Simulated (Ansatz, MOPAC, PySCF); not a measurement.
Molecule: CaF, net charge 0, doublet state. SMILES: [F][Ca]
Coordinates optimised at B3LYP-D3(BJ)/def2-TZVP (Ansatz, an electronic-structure program):
```
Ca
F 1 1.9612
```
Charge 0, spin multiplicity 2.

Quantity: vertical electron affinity to the singlet, in eV. Terms: valence correlation only (noble-gas shells and the d and f shells of earlier blocks; the outer core of K, Ca and congeners matters and is frozen too); PM7 with its own dispersion and hydrogen-bond terms; non-relativistic; UHF or UKS for open shells; 6-311+G** with 5d; each state is the SCF solution reached for its charge and spin; 6-31G* and kin with 6d, 5d where marked; no spin-orbit coupling; LANL2DZ with its own core potentials from Na on. First-principles rows: single points at B3LYP-D3(BJ) geometries (Ansatz). Semi-empirical rows: differences of heats of formation at the shared geometry for vertical values. A UHF reference is markedly spin-contaminated in at least one set, which strains HF and MP2. The spin state of an ion or metal species was assumed, not searched.

```tsv
level	program	vertical electron affinity to the singlet (eV)
PM6	MOPAC	-0.02
PM7	MOPAC	-0.54
MNDO	MOPAC	-0.09
HF/6-31G*	Ansatz	0.10
HF/6-31G* with LANL2DZ past Ar	Ansatz	-0.25
HF/6-311+G**	Ansatz	0.22
PBE/6-311+G**	Ansatz	0.95
B3LYP/STO-3G	Ansatz	-2.25
B3LYP/6-31G*	Ansatz	0.91
B3LYP/6-31G* with LANL2DZ past Ar	Ansatz	0.81
B3LYP/6-311+G**	Ansatz	1.00
M06-2X/6-31G* with LANL2DZ past Ar (5d)	PySCF	0.82
MP2/6-31G* with LANL2DZ past Ar	Ansatz	0.02
MP2/6-311+G**	Ansatz	0.58
wB97M-V/def2-TZVPD	Ansatz	0.85
```

No value to compare with is used here. The 14 habitual levels span -2.25 (B3LYP/STO-3G) to 1.00 eV (B3LYP/6-311+G**); wB97M-V/def2-TZVPD gives 0.85.

The levels are drawn from those run, B3LYP/6-31G* more often than the rest, none by its result; runs whose electronic state is in doubt are left out.
